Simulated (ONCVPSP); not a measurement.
# bromine: excitation energies, all-electron against ONCV

Br, optimised norm-conserving Vanderbilt (ONCV), made with ONCVPSP 4.0.1 (BLYP, scalar-relativistic). Core [Ar] 3d10, reference 4s1 4p6. Waves: 4s: rc 1.25 bohr, ncon 4, nbas 8, qcut 4.7 1/bohr, 3 projectors, debl 3.7 Ha; 4p: rc 1.55 bohr, ncon 4, nbas 6, qcut 4.6 1/bohr, 1 projector. Local part: polynomial inside 1.05 bohr (lpopt 5, dvloc0 0 Ha). Core correction: polynomial model core, fcfact 0.65.

Energies are relative to the spin-unpolarised reference configuration 4s1 4p6; without spin polarisation the order of configurations can differ from experiment.

```json
{"valence configuration": "4s2 4p5", "charge": "0", "ΔE all-electron (eV)": "-12.425", "error AE − PS (meV)": "-2.1"}
{"valence configuration": "4s2 4p4", "charge": "+1", "ΔE all-electron (eV)": "-0.025", "error AE − PS (meV)": "-3.8"}
```

(1) What are ΔE and the potential's error for 4s2 4p2?

(2) What are ΔE and the potential's error for 4s2 4p3?

Note: ghosts flagged at negative energy: s at -217.5 eV; GHOST(+) flagged for s at 454.9 eV. A true bound ghost makes a file unfit for plane-wave use.

Results:

(1) ΔE = 56.471 eV all-electron; the error (AE − PS) is +4.0 meV.

(2) ΔE = 22.592 eV all-electron; the error (AE − PS) is +0.6 meV.
